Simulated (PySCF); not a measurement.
**Basis-set dependence of ZnO at PBE0**

PySCF, UKS reference; triplet, unpaired electrons σ ↑, π ↑; De to Zn + O without counterpoise correction.

```csv
basis,relativity,functions,Re (Å),ωe (cm⁻¹),De (eV),μ (D)
def2-SVP,no relativity,45,1.868,536,1.41,-2.73
x2c-SVPall,spin-free X2C,50,1.881,518,1.21,-2.49
cc-pVDZ-PP/cc-pVDZ,scalar-relativistic core potentials,52,1.853,537,1.29,-1.97
def2-SVPD,no relativity,57,1.870,540,1.79,-2.68
jorge-DZP-DKH,spin-free X2C,58,1.855,541,1.48,-2.37
def2-TZVPP,no relativity,95,1.866,529,1.42,-2.41
def2-TZVPPD,no relativity,107,1.867,530,1.44,-2.49
```

**Question.** How does each smaller set differ from the one with most functions, def2-TZVPPD?

**Answer.** def2-SVP: +0.1 pm, +1.1 % in ωe, -0.03 eV in De; x2c-SVPall: +1.4 pm, -2.3 % in ωe, -0.23 eV in De; cc-pVDZ-PP/cc-pVDZ: -1.4 pm, +1.3 % in ωe, -0.15 eV in De; def2-SVPD: +0.3 pm, +1.9 % in ωe, +0.35 eV in De; jorge-DZP-DKH: -1.2 pm, +2.1 % in ωe, +0.04 eV in De; def2-TZVPP: -0.1 pm, -0.2 % in ωe, -0.02 eV in De. All at PBE0; the set with most functions is neither the basis-set limit nor always the best. The rows treat relativity differently, so the differences are not basis effects alone.

A positive dipole means Zn(−)O(+). The state was picked by a PBE0 search and need not be the measured ground state.
